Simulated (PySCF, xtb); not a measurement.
C3H5BFN, SMILES NB1C=C[C@@H]1F.

GFN2-xTB (xtb) at its own geometry gives an orbital gap of 4.15 eV and a dipole moment of 3.17 D.

Geometry optimised at B3LYP-D3(BJ)/def2-SVP. The structure was generated by enumeration; whether it is a known compound was not checked. The values are those of a single conformer.

**Question.** What does PBE/def2-TZVP (PySCF) give? (The exact figures need the calculation; the answer reports its results.)

**Answer.** gap 4.69 eV (levels -6.29 and -1.60 eV), dipole 2.23 D.
